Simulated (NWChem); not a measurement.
System: CH5AlClN; SMILES [CH3][Al]([NH2])[Cl]

Computed with NWChem. Structure relaxed at the PBE0/def2-SVP level. Gas phase, vertical. One conformer.

CAM-B3LYP/def2-SVPD, TDA puts singlet state 1 at 6.19 eV with oscillator strength 0.053.

Q: Give the wavelength, the transition dipole and the radiative lifetime of that state in vacuum.

A: 
1. λ = 1239.84/6.19 = 200 nm, or 49930 cm⁻¹.
2. f = (2/3) ΔE μ² in atomic units, so μ = √(1.5 f/ΔE) = 0.59 a.u. = 1.50 D.
3. τ = 1.499 s cm⁻² / (f ν²) = 11 ns, for a non-degenerate state that emits at the vertical energy.
